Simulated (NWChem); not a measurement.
C4H6Si; SMILES C=CC#C[SiH3]

Results from NWChem. Pople sets run with spherical d functions. Coordinates come from a PBE0/def2-SVP optimisation. Hybrids' shares of exact exchange are those that their runs print; pure functionals count as 0. The functionals differ in more than this share.

```
row               share of exact exchange  highest occupied level (eV)
----------------  -----------------------  ---------------------------
PBE/6-31G*                           0.00                        -5.87
PW91/6-31G*                          0.00                        -5.90
B3LYP/6-31G*                         0.20                        -6.65
PW6B95/6-31G*                        0.28                        -6.98
BHandHLYP/6-31G*                     0.50                     withheld
```

Fit a straight line of the last column on the one before it, predict the withheld value, and compare with the run.


1. Means of the 4 shown rows: x = 0.120, y = -6.350. Slope Σ(x − x̄)(y − ȳ)/Σ(x − x̄)² = -0.2364/0.06080 = -3.888; intercept -5.883.
2. The shown rows scatter about the line by 0.013 (root mean square); the largest residual is -0.02, at PW91/6-31G*.
3. At x = 0.50 (BHandHLYP/6-31G*; beyond the shown range) the line gives -7.83.
4. The run gives -7.78, +0.05 from the line.
